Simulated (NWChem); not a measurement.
Species: InClF2; SMILES [F][In]([Cl])[F]

```xyz
4

In     0.0000     0.0000     0.2846
F      0.0000    -1.6535     1.2960
F      0.0000     1.6535     1.2960
Cl     0.0000     0.0000    -2.0238
```
Atoms are numbered in this order, from 1.

Program: NWChem. Geometry: optimised at PBE0/def2-SVP. def2 effective core potentials on In; no spin-orbit coupling. Field at 589 nm.

Q: Estimate the computed values for B3LYP/def2-SVPD (core potentials). Quantities: isotropic polarisability (bohr³); anisotropy (bohr³).

A: The isotropic polarisability (bohr³) is 47.9. The anisotropy (bohr³) comes out as 22.0.
